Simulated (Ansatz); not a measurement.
`C=CCCCCCCCCCS`, relaxed as a singlet with RKS r2SCAN-D4/def2-SVP in Ansatz, starting from the GFN2-xTB geometry. Force threshold 0.03 eV/Å.

Start:

Cartesian coordinates in Å:
```
C -3.573 4.531 2.187
C -3.651 3.293 1.738
C -2.510 2.328 1.699
C -2.188 1.902 0.264
C -1.024 0.915 0.212
C -0.704 0.488 -1.220
C 0.529 -0.411 -1.325
C 0.340 -1.769 -0.651
C 1.466 -2.759 -0.953
C 2.817 -2.321 -0.386
C 3.878 -3.384 -0.620
S 5.506 -2.905 0.059
H -4.422 5.194 2.194
H -2.652 4.936 2.575
H -4.589 2.914 1.351
H -1.627 2.781 2.155
H -2.773 1.439 2.280
H -1.943 2.789 -0.325
H -3.073 1.444 -0.183
H -0.140 1.379 0.656
H -1.277 0.038 0.810
H -1.568 -0.029 -1.645
H -0.530 1.384 -1.821
H 0.751 -0.572 -2.383
H 1.381 0.106 -0.880
H 0.266 -1.637 0.429
H -0.601 -2.204 -0.997
H 1.204 -3.729 -0.524
H 1.557 -2.890 -2.034
H 3.132 -1.390 -0.862
H 2.726 -2.136 0.686
H 3.628 -4.312 -0.107
H 4.007 -3.593 -1.683
H 5.657 -1.818 -0.696
```

```json
{"step": "1", "energy (eV)": "-22581.4659", "largest force component (eV/Å)": "0.830", "SCF passes": "20"}
{"step": "2", "energy (eV)": "-22581.5749", "largest force component (eV/Å)": "0.301", "SCF passes": "21"}
{"step": "3", "energy (eV)": "-22581.5850", "largest force component (eV/Å)": "0.173", "SCF passes": "20"}
{"step": "4 (rejected)", "energy (eV)": "-22581.5355", "largest force component (eV/Å)": "0.533", "SCF passes": "19"}
{"step": "5 (rejected)", "energy (eV)": "-22581.5721", "largest force component (eV/Å)": "0.226", "SCF passes": "20"}
{"step": "6", "energy (eV)": "-22581.5893", "largest force component (eV/Å)": "0.048", "SCF passes": "21"}
{"step": "7", "energy (eV)": "-22581.5894", "largest force component (eV/Å)": "0.030", "SCF passes": "21"}
```

Force components are those of the run's own axes.

End:

```tsv
atom	x (Å)	y (Å)	z (Å)
C1	-3.615	4.562	2.234
C2	-3.675	3.311	1.764
C3	-2.528	2.351	1.698
C4	-2.187	1.921	0.266
C5	-1.040	0.917	0.194
C6	-0.702	0.495	-1.235
C7	0.514	-0.425	-1.355
C8	0.344	-1.780	-0.666
C9	1.477	-2.772	-0.936
C10	2.836	-2.331	-0.391
C11	3.916	-3.383	-0.610
S12	5.552	-2.944	0.081
H13	-4.490	5.217	2.239
H14	-2.680	4.976	2.629
H15	-4.631	2.941	1.363
H16	-1.638	2.799	2.176
H17	-2.774	1.445	2.287
H18	-1.938	2.818	-0.329
H19	-3.086	1.484	-0.209
H20	-0.139	1.353	0.669
H21	-1.300	0.031	0.801
H22	-1.584	-0.001	-1.685
H23	-0.526	1.402	-1.841
H24	0.734	-0.595	-2.425
H25	1.398	0.099	-0.944
H26	0.248	-1.638	0.426
H27	-0.611	-2.228	-0.999
H28	1.213	-3.748	-0.488
H29	1.558	-2.949	-2.026
H30	3.152	-1.389	-0.873
H31	2.758	-2.111	0.689
H32	3.649	-4.324	-0.099
H33	4.025	-3.625	-1.681
H34	5.769	-1.879	-0.725
```

By distances, no bond broke or formed. The bond that changes most is S12–H34, from 1.33 to 1.35 Å (atoms count from 1).

No frequencies were taken in this run, so the end may be a saddle point.

Run time 49 s (4 threads of Arm Neoverse V2 on a shared host).
